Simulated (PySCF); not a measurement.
Shifts of the heteroatoms

Molfile (atoms numbered from 1):
```
C4H9FO3Si
     RDKit          3D

 18 18  0  0  0  0  0  0  0  0999 V2000
   -2.0246    1.0175    0.2024 C   0  0  0  0  0  0  0  0  0  0  0  0
   -1.1589    0.4539   -0.7735 O   0  0  0  0  0  0  0  0  0  0  0  0
   -0.2550   -0.4527   -0.2547 C   0  0  1  0  0  0  0  0  0  0  0  0
    0.6863    0.0762    0.5764 O   0  0  0  0  0  0  0  0  0  0  0  0
    1.7100    1.3054    0.1949 Si  0  0  0  0  0  4  0  0  0  0  0  0
    2.6675    1.4149    1.4911 O   0  0  0  0  0  0  0  0  0  0  0  0
   -0.6922   -1.8684    0.0283 C   0  0  0  0  0  0  0  0  0  0  0  0
    0.1395   -1.5584   -1.1875 C   0  0  2  0  0  0  0  0  0  0  0  0
    1.4398   -1.9595   -1.1899 F   0  0  0  0  0  0  0  0  0  0  0  0
   -1.4508    1.4499    1.0252 H   0  0  0  0  0  0  0  0  0  0  0  0
   -2.5837    1.7969   -0.3094 H   0  0  0  0  0  0  0  0  0  0  0  0
   -2.7106    0.2605    0.5949 H   0  0  0  0  0  0  0  0  0  0  0  0
    2.4310    0.9835   -1.0315 H   0  0  0  0  0  0  0  0  0  0  0  0
    1.0153    2.5835    0.1539 H   0  0  0  0  0  0  0  0  0  0  0  0
    2.9802    0.6281    1.9318 H   0  0  0  0  0  0  0  0  0  0  0  0
   -0.1927   -2.3706    0.8417 H   0  0  0  0  0  0  0  0  0  0  0  0
   -1.7231   -2.1438   -0.1257 H   0  0  0  0  0  0  0  0  0  0  0  0
   -0.2868   -1.6106   -2.1801 H   0  0  0  0  0  0  0  0  0  0  0  0
  1  2  1  0
  3  2  1  6
  3  4  1  0
  4  5  1  0
  5  6  1  0
  3  7  1  0
  7  8  1  0
  8  9  1  0
  8  3  1  0
  1 10  1  0
  1 11  1  0
  1 12  1  0
  5 13  1  0
  5 14  1  0
  6 15  1  0
  7 16  1  0
  7 17  1  0
  8 18  1  6
M  END
```

Level of theory: NMR shieldings at PBE0/pcSseg-1/GIAO, GFN2-xTB structure, in PySCF 2.14.0 with density-fitted response routines (a single conformation, relativity neglected, rapidly exchanging positions averaged, no solvent model).

**Question.** Where does $^{19}$F resonate?

**Answer.** 
```tsv
atoms	environment	σ (ppm)	δ (ppm)
F9	fluorine on an sp3 carbon	413.8	-212.8
```

Shieldings were converted by a linear fit to measured shifts: $^{19}$F: δ = 146.13 − 0.903σ +14.6 on sp3 carbon (rms 6.0 ppm, 223 shifts, 7.0 ppm with the 5 outliers that the fit left out vs CFCl3, solution or neat liquid). A few per cent of atoms miss by over 2 rms, more outside the fitted compound classes.

On a 400 MHz spectrometer $^{19}$F resonates near 376.4 MHz, so 1 ppm is 376.4 Hz.

**Question.** What are the $^{29}$Si shifts?

**Answer.** 
```csv
atoms,environment,σ (ppm),δ (ppm)
Si5,"silicon bonded to 2 O, 2 H",377.0,-29.9
```

Shieldings were converted by a linear fit to measured shifts: $^{29}$Si: δ = 279.94 − 0.822σ (rms 8.9 ppm, 72 shifts, 25.8 ppm with the 6 outliers that the fit left out vs TMS, solution or neat liquid). A few per cent of atoms miss by over 2 rms, more outside the fitted compound classes.

On a 600 MHz spectrometer $^{29}$Si resonates near 119.2 MHz, so 1 ppm is 119.2 Hz.

**Question.** Predict the $^{17}$O NMR data.

**Answer.** 
```csv
atoms,environment,σ (ppm),δ (ppm)
O4,"oxygen bonded to C, Si",259.3,30.5
O2,ether oxygen,265.2,25.1
O6,"oxygen bonded to Si, H",300.2,-6.7
```

Shieldings were converted by a linear fit to measured shifts: $^{17}$O: δ = 266.70 − 0.911σ (rms 10.7 ppm, 155 shifts, 12.2 ppm with the 3 outliers that the fit left out vs liquid water, solution or neat liquid). Occasional misses reach two or three times the rms, and more in compound classes unlike the fitted ones.

On a 400 MHz spectrometer $^{17}$O resonates near 54.2 MHz, so 1 ppm is 54.2 Hz.
